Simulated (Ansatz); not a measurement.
Ansatz (a first-principles code) input for AlCl, SMILES [Al][Cl] (connectivity only; charge and spin as stated), neutral, multiplicity 1, ωB97X-V/def2-TZVPD. Coordinates come from a PBE0-D3(BJ)/def2-TZVPD optimisation.

Ansatz 0.2 input:
```yaml
crystal:
  periodic: [false, false, false]
  atoms:
    - {symbol: Al, position_ang: [0.00000000, 0.00000000, -1.21662830]}
    - {symbol: Cl, position_ang: [0.00000000, 0.00000000, 0.93036282]}
basis:
  gaussian:
    orbitals: def2-TZVPD
hamiltonian:
  xc: {name: wB97X-V}
```

Output:

```
WARN ansatz: RAYON_NUM_THREADS=1 ignored (pool sized by the plan → 1); use --threads N
Functional definition: wB97X-V
integrals: 0.03 GiB planned
562 factors; their error is unknown
integrals: 0.06 GiB planned
137 factors; integrals over basis functions are off by at most 2.8e-4 eV
mean field: 0.30 GiB planned
mean field evaluation 1: about -19117.5628 eV, gradient 1.6e1 eV
mean field evaluation 2: about -19118.0823 eV, gradient 1.3e1 eV
mean field evaluation 4: about -19118.4195 eV, gradient 2.9e-1 eV
mean field evaluation 8: about -19118.4480 eV, gradient 2.9e-2 eV
mean field -19118.44797700 eV, -702.5900042053 hartree, gradient 5.7e-5 eV, S^2 0.000000; 0 other end points of the search recorded, 0 dependent functions left out
reference -19118.44797505 eV, -702.5900041336 hartree; 15, 15 occupied and 74, 74 virtual orbitals, 562 factors
Total energy: -19118.44797505 eV, -702.5900041336 hartree
```

The run converged.
